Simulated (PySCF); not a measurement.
B3LYP has the VWN-RPA correlation part, as in Gaussian. Excitations are Tamm–Dancoff values on a coarser integration grid. The basis has no diffuse functions, so Rydberg states are missing or too high.

C₈H₁₈S₂, SMILES `C(CCSC)CCCSC` (charge 0, multiplicity 1)

Calculation: B3LYP-D3(BJ)/def2-SVP (PySCF).

- HOMO = -5.84 eV
- dipole moment = 0.00 D
- LUMO = 1.06 eV
- HOMO–LUMO gap = 6.89 eV
- S1 excitation (TDA) = 5.62 eV
- S1 oscillator strength = 0.001
- T1 excitation (TDA) = 5.07 eV
- S1–T1 gap (TDA) = 0.55 eV
- total energy = -1111.6752 Ha
- cost = roughly 16 core-minutes

```xyz
28

C      3.7813     4.4945    -1.1679
S      3.6957     2.9121    -0.2768
C      1.9715     2.4467    -0.6693
C      1.6181     1.1095    -0.0245
C      0.1831     0.6696    -0.3204
C     -0.1831    -0.6696     0.3204
C     -1.6181    -1.1095     0.0246
C     -1.9715    -2.4467     0.6693
S     -3.6957    -2.9121     0.2768
C     -3.7813    -4.4945     1.1679
H      4.7918     4.8995    -1.0152
H      3.6152     4.3561    -2.2479
H      3.0478     5.2162    -0.7751
H      1.8560     2.3875    -1.7652
H      1.2942     3.2391    -0.3069
H      2.3231     0.3374    -0.3795
H      1.7657     1.1823     1.0673
H     -0.5195     1.4468     0.0312
H      0.0373     0.6029    -1.4139
H     -0.0373    -0.6029     1.4140
H      0.5195    -1.4468    -0.0312
H     -1.7657    -1.1823    -1.0672
H     -2.3231    -0.3374     0.3795
H     -1.2942    -3.2391     0.3069
H     -1.8560    -2.3875     1.7652
H     -3.0478    -5.2162     0.7751
H     -3.6152    -4.3561     2.2480
H     -4.7918    -4.8995     1.0152
```
